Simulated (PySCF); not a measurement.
Structure problem from calculated spectra and properties.

Elements present: C, F, H, N and Si. Monoisotopic mass: 178.9874 u.

| Item | Value |
| --- | --- |
| NMR, other nuclei | isotropic shieldings of nuclei other than C and H, by class: 257 (1 N), 338 (1 F), 387 (1 Si), 401 (2 Si), 448 (1 Si) ppm [GIAO PBE0/pcSseg-1] |
| Rotational structure | rotational constants A, B, C: 1.392, 0.446, 0.431 GHz [GFN2-xTB] |
| Dipole | 1.83 D [PBE0/pcSseg-1] |
| 13C NMR | chemical shifts (computed TMS as zero) by class: 118.7 (1 C), 109.7 (1 C) ppm [GIAO PBE0/pcSseg-1] |
| 1H NMR | chemical shifts (computed TMS as zero) by class: 4.91 (1 H), 4.80 (6 H), 4.26 (3 H) ppm [GIAO PBE0/pcSseg-1] |

Gas-phase values; electronic properties from PySCF, density fitting. Levels stand in brackets. The structure is a single GFN2-xTB conformer in the gas phase; no vibrational or solvent corrections. GFN2-xTB frequencies show an imaginary mode (46i cm⁻¹), so this geometry is no minimum at that level. NMR values are class means; diastereotopic atoms form classes of their own.

Question: Which formula fits the mass and the elements?

Answer: C2H10FNSi4 (calculated 178.9874). No other formula that holds each of these elements comes within 0.0003 u with a fitting electron parity and a possible valence count.

Question: What is the compound? Reason from the data.

Answer: Numbering: `[F:1][Si@H:2]([C:3]#[C:4][SiH3:5])[N:6]([SiH3:7])[SiH3:8]`. Its formula, C2H10FNSi4, gives 2 degrees of unsaturation: 0 rings and 2 π bonds in the structure found. 2 carbons fall into 2 classes; from least to most shielded: alkyne carbon [C3] (118.7 ppm), alkyne carbon [C4] (109.7 ppm). Hydrogen classes from least to most shielded: 1 H on a fluorine-bound silicon, Si2 (4.91 ppm), 6 H on 2 SiH3 silicons, Si7/Si8 (4.80 ppm), 3 H on an SiH3 silicon, Si5 (4.26 ppm). The other shieldings belong to: 257 ppm, nitrogen bridging silicon atoms [N6]; 338 ppm, silicon-bound fluorine [F1]; 387 ppm, fluorine-bound silicon [Si2]; 401 ppm, SiH3 silicon [Si7/Si8]; 448 ppm, SiH3 silicon [Si5]. The optimised geometry has point group C1 and is an asymmetric top. Structure: `[SiH3]C#C[Si@@H](F)N([SiH3])[SiH3]`. Computed isomers that give other values at the same levels: `N#CC[Si@@H](F)[SiH2][SiH2][SiH3]` (13C chemical shifts (computed TMS as zero) by class: 125.1 (1 C), 7.7 (1 C) ppm); `FC([SiH3])=C1[SiH2]N([SiH3])[SiH2]1` (13C chemical shifts (computed TMS as zero) by class: 181.6 (1 C), 135.8 (1 C) ppm); `N#C[SiH2]C[Si](F)([SiH3])[SiH3]` (13C chemical shifts (computed TMS as zero) by class: 124.4 (1 C), 5.1 (1 C) ppm). The assignments are read from this structure; whether some other isomer fits the data as well wasn't checked. The mirror image fits equally.

Shape of the structure used: `[F:1][Si@H:2]([C:3]#[C:4][SiH3:5])[N:6]([SiH3:7])[SiH3:8]`: F1–Si2–N6–Si7 44°.
